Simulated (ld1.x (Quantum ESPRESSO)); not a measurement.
## Varying the TM potential for Pb

Base potential:

* Element: Pb (Z = 82)
* Generator: ld1.x (Quantum ESPRESSO) 7.5
* Type: norm-conserving Troullier–Martins (Kleinman–Bylander form)
* Functional: Wu–Cohen
* Relativity: scalar-relativistic
* Frozen core: [Kr] 4d10 4f14 5s2
* Valence charge: 20
* Reference configuration: 5p6 5d10 6s2 6p0.5 (charge +1.5)
* Partial waves: 6s (bound): rc 2.00 bohr; 5p (bound): rc 1.70 bohr; 5d (bound): rc 1.65 bohr
* Local potential: the d channel
* Core correction: Bessel-smoothed model core inside 0.95 bohr

Occupied shells without a wave of their own: 6p. They enter only through the test configuration that unscreens the potential, and ld1.x also counts them in the model core charge.

All-electron outer shells of the reference configuration (Wu–Cohen, scalar-relativistic, ld1.x):

```csv
shell,level (eV),outermost node (bohr),outermost maximum (bohr)
4f,-145.09,–,0.35
5p,-97.96,0.49,0.88
5d,-33.23,0.52,1.07
6s,-23.34,1.01,1.93
6p,-13.42,1.18,2.44
```

Cutoffs, loose and tight: the cutoffs (Ry, on a coarse ladder) from which the occupation-weighted sum of valence levels, in a spherical-Bessel basis at the reference potential, stays within 10 and 1 mRy of its value at 400 Ry. They do not see the model core or the augmentation charge, which bear on the density cutoff. Test errors are all-electron minus pseudo excitation energies from the reference, over the configurations 5p6 5d10 6s2 6p2; 5p6 5d10 6s2 6p1; 5p6 5d10 6s2 6p0; 5p6 5d10 6s1 6p3; 5p6 5d10 6s2 6p1.5; 5p6 5d10 6s1 6p0; 5p6 5d9 6s2 6p3. A dash means not determined; rows that change the core or the reference have their own tests.

With those shells counted twice in exchange and correlation these files are broken, and their errors move erratically; no question is asked of them.

A true bound ghost makes a file unfit for plane-wave use even where its test errors are small: the radial tests pick states by their node count and pass the ghost by.

```tsv
change	outcome	cutoff, loose	cutoff, tight	bound ghosts	largest test error (meV)
base	generated	55 Ry	90 Ry	s	-147
wave 5p (bound): rc 1.70 bohr becomes 5p (bound): rc 1.08 bohr	generated, misses its reference levels by 0.22 eV	160 Ry	260 Ry	p, s	-674
wave 5p (bound): rc 1.70 bohr becomes 5p (bound): rc 1.24 bohr	generated, misses its reference levels by 0.22 eV	120 Ry	160 Ry	s	-661
wave 5p (bound): rc 1.70 bohr becomes 5p (bound): rc 1.42 bohr	generated, misses its reference levels by 0.15 eV	70 Ry	120 Ry	s	-513
wave 5p (bound): rc 1.70 bohr becomes 5p (bound): rc 1.60 bohr	generated	60 Ry	90 Ry	s	-196
wave 5p (bound): rc 1.70 bohr becomes 5p (bound): rc 1.72 bohr	generated	55 Ry	90 Ry	s	-170
wave 5p (bound): rc 1.70 bohr becomes 5p (bound): rc 1.90 bohr	generated, misses its reference levels by 0.16 eV	55 Ry	90 Ry	s	-233
wave 5p (bound): rc 1.70 bohr becomes 5p (bound): rc 2.06 bohr	generated	55 Ry	90 Ry	s	-217
wave 5p (bound): rc 1.70 bohr becomes 5p (bound): rc 2.24 bohr	generated	55 Ry	90 Ry	s	-303
wave 5p (bound): rc 1.70 bohr becomes 5p (bound): rc 2.36 bohr	generated, misses its reference levels by 0.26 eV	55 Ry	90 Ry	s	-753
wave 5p (bound): rc 1.70 bohr becomes 5p (bound): rc 2.56 bohr	generated, misses its reference levels by 0.69 eV	55 Ry	90 Ry	s	-1709
```

Reading the sweep of the p radius (base included, trends over the rows without a ghost): Bound ghosts are found at 1.08, 1.24, 1.42, 1.6, 1.7, 1.72, 1.9, 2.06, 2.24, 2.36, 2.56 bohr. Every judged row has one, so this setting neither creates nor removes them.
